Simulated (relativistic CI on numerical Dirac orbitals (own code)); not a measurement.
## Hyperfine structure of Ca IX, mass number 41

Method of calculation: Dirac-Coulomb-Breit CI, KLI orbitals optimised for each configuration, a model potential for QED, unscaled Slater integrals (own radial code, finite nucleus).

CI space (outside the closed core [Ne]): 3s², 3s3p, 3p², 3s3d, 3d², 3p3d, 3p4s, 3s4s, 3s4p, 3d4s, 3s4d, 3s4f, 3s5s, 3s5p, 3s5d, 4s². Levels of other configurations are missing.

Nuclear spin I = 7/2, μ = -1.59443 μN, Q = -0.0665 b (tables of Stone and Pyykkö). The electronic factors are computed for point nuclear moments, without core polarisation or the Bohr-Weisskopf and QED corrections.

```csv
Level,E (cm⁻¹),A (MHz),B (MHz)
3s3p ³P°1,143209,-5122,98.8
3s3p ³P°2,146408,-3967,-195
3s3p ¹P°1,217901,-968,-186
3p² ¹D2,335395,-1191,-293
3p² ³P1,342306,30.82,-96.3
3p² ³P2,345805,-719.9,177
3s3d ³D1,414332,3131,-10.8
3s3d ³D2,414444,-1299,-15.4
```

Levels with J = 0, under 50 % of one LS term, or S terms without an open s electron are left out. Small factors come from cancelling terms and can be off by tens of per cent or more.

At this charge configurations can still be misplaced by up to about 7 % of their energy.

Give the hyperfine levels of 3s3p ³P°1 relative to its centre of gravity.

With K = F(F + 1) − I(I + 1) − J(J + 1), E = AK/2 + B[¾K(K + 1) − I(I + 1)J(J + 1)]/[2I(2I − 1)J(2J − 1)]: F = 5/2: 23100, F = 7/2: 5051, F = 9/2: -17900 MHz.
